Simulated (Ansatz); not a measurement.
F6Si2, quintet, at the geometry of the source list (a higher spin typed on purpose: for a closed-shell molecule this is an excited state); BLYP/STO-3G run with Ansatz (a first-principles code).

Here is a job for Ansatz.
Ansatz 0.2 input:
```yaml
crystal:
  periodic: [false, false, false]
  atoms:
    - {symbol: F, position_ang: [1.90460000, -0.27700000, -1.23620000]}
    - {symbol: Si, position_ang: [1.11560000, -0.06470000, 0.11950000]}
    - {symbol: F, position_ang: [1.77810000, 1.22330000, 0.75800000]}
    - {symbol: F, position_ang: [1.60380000, -1.25280000, 1.04440000]}
    - {symbol: Si, position_ang: [-1.11560000, 0.06470000, -0.11950000]}
    - {symbol: F, position_ang: [-1.60380000, 1.25280000, -1.04440000]}
    - {symbol: F, position_ang: [-1.77810000, -1.22330000, -0.75800000]}
    - {symbol: F, position_ang: [-1.90460000, 0.27700000, 1.23620000]}
basis:
  gaussian:
    orbitals: STO-3G
hamiltonian:
  xc: blyp
magnetization: {spin_polarized: true, initial_magnetization: 4}
```

What the program printed (banner, timings and long lists left out):

```
Functional definition: BLYP
624 factors; integrals over basis functions are off by at most 3.2e-5 eV
mean field evaluation 1: about -31614.9580 eV, gradient 1.5e1 eV
mean field evaluation 2: about -31607.5215 eV, gradient 3.3e1 eV
mean field evaluation 4: about -31609.2604 eV, gradient 2.6e1 eV
mean field evaluation 8: about -31616.5865 eV, gradient 8.7e-1 eV
mean field evaluation 16: about -31616.5928 eV, gradient 2.1e-3 eV
mean field evaluation 32: about -31616.4737 eV, gradient 3.6e0 eV
mean field evaluation 64: about -31616.5928 eV, gradient 1.2e-4 eV
mean field evaluation 96: about -31616.4735 eV, gradient 3.6e0 eV
mean field evaluation 128: about -31616.5928 eV, gradient 1.2e-4 eV
mean field evaluation 160: about -31616.4735 eV, gradient 3.6e0 eV
mean field evaluation 192: about -31616.5923 eV, gradient 9.6e-2 eV
mean field evaluation 224: about -31616.5868 eV, gradient 1.6e-1 eV
mean field evaluation 256: about -31616.5882 eV, gradient 7.8e-1 eV
mean field -31616.59281026 eV, -1161.8883552809 hartree, gradient 2.5e-6 eV, S^2 6.000492; 13 other end points of the search recorded, 0 dependent functions left out
reference -31616.59300892 eV, -1161.8883625813 hartree; 43, 39 occupied and 5, 9 virtual orbitals, 624 factors
Total energy: -31616.59300892 eV, -1161.8883625813 hartree
```
